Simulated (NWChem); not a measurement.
System: C4H8; SMILES CC1CC1

Q: Give the equilibrium geometry at PBE-D3(BJ)/def2-SVP (NWChem) as a Z-matrix, with the point group.

A: point group Cs; any orientation.
```
C
H 1 1.1042
C 1 1.5121 2 115.39
H 3 1.1013 1 118.66 2 -2.14
H 3 1.1023 4 114.02 1 145.20
C 1 1.5121 2 115.39 3 67.25
H 6 1.1013 1 118.66 2 2.14
H 6 1.1023 7 114.02 3 145.45
C 1 1.5130 2 114.43 3 -146.38
H 9 1.1100 1 110.97 2 180.00
H 9 1.1103 10 107.43 1 122.18
H 9 1.1103 10 107.43 11 115.64
```
